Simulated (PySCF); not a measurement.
Löwdin shares of the frontier orbitals

C4H7N3Si.
Cartesian coordinates in Å at the PBE0-D3(BJ)/def2-SVP level; atoms count from 1:
```xyz
15
C4H7N3Si angstrom
C      2.6983   -0.1183   -0.6136
C      1.4746   -0.4443   -0.1846
C      0.3059    0.4229   -0.2608
N      0.3308    1.6515   -0.7814
N     -0.9052    2.0669   -0.6511
N     -1.7572    1.2409   -0.0960
C     -1.0228    0.1562    0.1766
Si    -1.7655   -1.3489    1.0083
H      2.8933    0.8589   -1.0631
H      3.5316   -0.8186   -0.5264
H      1.2995   -1.4283    0.2631
H     -1.1894    2.9870   -0.9682
H     -1.1600   -1.5431    2.3609
H     -3.2361   -1.1529    1.1357
H     -1.4815   -2.5723    0.1985
```

Theory: TDDFT PBE0/def2-SVPD, vertical, gas phase, core orbitals frozen in the response (PySCF).

Kohn–Sham orbitals with the atoms that hold most of them (Löwdin shares over 4%, at most four atoms; ? is withheld):

```json
{"orbital": "HOMO-3", "ε (eV)": "-9.16", "atoms": "N4 22%, C7 19%, N6 18%, C3 12%"}
{"orbital": "HOMO-2", "ε (eV)": "-8.80", "atoms": "N6 42%, N4 36%, C7 5%, N5 5%"}
{"orbital": "HOMO-1", "ε (eV)": "-8.42", "atoms": "N6 24%, N4 20%, C7 19%, N5 12%"}
{"orbital": "HOMO", "ε (eV)": "-7.06", "atoms": "?"}
{"orbital": "LUMO", "ε (eV)": "?", "atoms": "?"}
{"orbital": "LUMO+1", "ε (eV)": "-0.32", "atoms": "N6 31%, C7 22%, N5 13%, Si8 10%"}
{"orbital": "LUMO+2", "ε (eV)": "0.63", "atoms": "Si8 39%, H15 9%, H13 9%, H14 9%"}
```

(1) Which atoms hold the HOMO, and with what shares?

(2) Give the leading atoms of the LUMO.

(3) What is the LUMO energy, and the HOMO–LUMO gap?

## Answers

(1) C1 (bonded to C and 2 H) 26%; C2 (bonded to 2 C and H) 19%; C3 (bonded to 2 C and N) 13%; N5 (bonded to 2 N and H) 12%. By element: carbon 57% or more, nitrogen 12% or more.

(2) C1 (bonded to C and 2 H) 23%; N4 (bonded to C and N) 18%; C2 (bonded to 2 C and H) 18%; C3 (bonded to 2 C and N) 12%. By element: carbon 53% or more, nitrogen 18% or more.

(3) ε(LUMO) = -1.14 eV; the gap is 5.92 eV (0.2176 hartree).

Q: The HOMO–LUMO gap is 5.92 eV. Where does the response calculation put the lowest singlet, and from which orbitals?

A: S1 is at 5.34 eV (f = 0.258), 0.58 eV below the gap, made of HOMO→LUMO (91%). Without the coupling terms of the response equations the lowest excitation would equal the gap.

Q: One configuration dominates each of S1, S2, S3, S4 and S7. Which, and how do the shares of the two leading atoms of either orbital change from the occupied to the empty one?

A: 
- S1 (5.34 eV, f 0.258), HOMO→LUMO (91%): C1 26% → 23%, C2 19% → 18%, N4 at most 13% → 18%
- S2 (5.86 eV, f 0.194), HOMO→LUMO+1 (82%): C1 26% → at most 10%, C2 19% → at most 10%, N6 at most 13% → 31%, C7 at most 13% → 22%
- S3 (6.06 eV, f 0.0007), HOMO-2→LUMO (82%): N6 42% → at most 12%, N4 36% → 18%, C1 at most 5% → 23%
- S4 (6.48 eV, f 0.055), HOMO-1→LUMO (85%): N6 24% → at most 12%, N4 20% → 18%, C1 at most 13% → 23%
- S7 (6.81 eV, f 0.0028), HOMO-2→LUMO+1 (71%): N6 42% → 31%, N4 36% → at most 10%, C7 5% → 22%

One conformer stands for the species.
